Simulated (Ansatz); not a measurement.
One change: `CN(C)[Si]N(C)C` becomes `CN(C)[Si]Br`.

Ansatz, PBE0-D4/def2-TZVP geometries, multiplicity 1. Each molecule was computed in one conformer, which needn't be the lowest.

Scalar relativity is left out up to krypton.

```csv
property,`CN(C)[Si]N(C)C`
HOMO–LUMO gap (ωB97M-V/def2-TZVPP) / eV,9.25
LUMO energy (PBE/def2-TZVPP) / eV,-1.34
LUMO energy (PBE0/def2-TZVPP) / eV,-0.56
LUMO energy (ωB97M-V/def2-TZVPP) / eV,1.29
HOMO energy (B3LYP/def2-TZVPP) / eV,-5.62
HOMO–LUMO gap (B3LYP/def2-TZVPP) / eV,4.88
```

What does the change do to each property? (An estimate is asked.)

The calculation gave: 
```
                               property  `CN(C)[Si]Br`  shift
HOMO–LUMO gap (ωB97M-V/def2-TZVPP) / eV           9.30   0.05
      LUMO energy (PBE/def2-TZVPP) / eV          -2.33  -0.99
     LUMO energy (PBE0/def2-TZVPP) / eV          -1.58  -1.02
  LUMO energy (ωB97M-V/def2-TZVPP) / eV           0.33  -0.96
    HOMO energy (B3LYP/def2-TZVPP) / eV          -6.70  -1.08
  HOMO–LUMO gap (B3LYP/def2-TZVPP) / eV           4.95   0.07
```

With PBE0 the HOMO falls by 1.09 eV and the LUMO falls by 1.02 eV, so the gap widens by about 0.07 eV. PBE moves the HOMO by -1.13 eV and ωB97M-V by -1.00 eV.

B3LYP here is the variant with VWN-RPA as its local correlation; programs differ in this.

Spin–orbit coupling is left out; it splits and shifts lone-pair levels of the heavy atoms by tenths of an eV.
